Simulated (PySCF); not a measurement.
Species: C₆H₁₃PSi.
Atom-mapped SMILES: `[CH3:1][CH2:2][P:3]1[CH2:4][CH2:5][CH:6]=[C:7]1[SiH3:8]`

Structure used (GFN2-xTB), in Å, numbered top down from 1:
```
atom  x, y, z in Å
C1    -1.770    0.938    0.512
C2    -1.392    0.908   -0.961
P3    -0.019   -0.254   -1.477
C4    -0.522   -1.849   -0.631
C5     0.189   -1.947    0.724
C6     1.156   -0.811    0.829
C7     1.173    0.108   -0.133
Si8    2.277    1.625   -0.213
H9    -2.149   -0.027    0.840
H10   -2.549    1.680    0.679
H11   -0.910    1.197    1.127
H12   -1.068    1.902   -1.285
H13   -2.260    0.635   -1.570
H14   -0.211   -2.666   -1.286
H15   -1.608   -1.903   -0.544
H16    0.718   -2.899    0.822
H17   -0.520   -1.892    1.557
H18    1.804   -0.770    1.694
H19    2.865    1.719   -1.549
H20    1.470    2.823    0.051
H21    3.316    1.502    0.812
```

Definitions: NICS(0) = −σiso at the ring centroid; NICS(1) = −σiso and NICS(1)zz = −σzz at ±1 Å along the ring normal z. Level: GIAO PBE0/pcSseg-1 (PySCF, non-relativistic, gas phase) on the GFN2-xTB geometry, one conformer.

Ring bond lengths (Å), with Mayer bond orders in brackets: P3–C4 1.875 (0.95), C4–C5 1.534 (1.00), C5–C6 1.495 (1.04), C6–C7 1.330 (1.85), C7–P3 1.832 (0.93).

Question: Give the NICS values of each ring in ppm.

Answer: 
```tsv
ring	type	NICS(0)	NICS(1), two faces	NICS(1)zz, two faces	rms pucker (Å)	centre to ring atoms, mean (Å)
P3–C4–C5–C6–C7	5-membered ring with P; formal bonds 1 double, 4 single	-3.2	-4.0 / -3.5	-5.5 / -6.1	0.03	1.37
```

Question: What do they say, and how far can they be read as aromaticity?

Answer: 
- P3–C4–C5–C6–C7: mean NICS(1)zz -5.8 ppm, shielded. C4, C5 have four or more neighbours, so the value isn't read as a sign of a π ring current.

Question: List the ring angles and the Hirshfeld charges of the ring atoms.

Answer: 
- P3–C4–C5–C6–C7: P3 90.7° (+0.134 e), C4 109.2° (-0.113 e), C5 108.2° (-0.068 e), C6 118.9° (-0.030 e), C7 112.7° (-0.149 e); sum 539.6° against 540° for a flat convex ring.

Question: How shielded are the nuclei of the rings and their hydrogens (means over atoms taken as equivalent)?

Answer: 
| atoms | environment | σ isotropic (ppm) |
| --- | --- | --- |
| P3 | phosphine phosphorus | 303.9 |
| C4 | sp3 carbon bound to phosphorus | 163.4 |
| C5 | allylic carbon | 142.6 |
| C6 | alkene CH carbon | 24.8 |
| C7 | fully substituted alkene carbon | 47.0 |
| H14 (×2) | methylene hydrogen | 29.83 |
| H16 (×2) | methylene hydrogen | 28.83 |
| H18 | vinylic hydrogen | 24.88 |
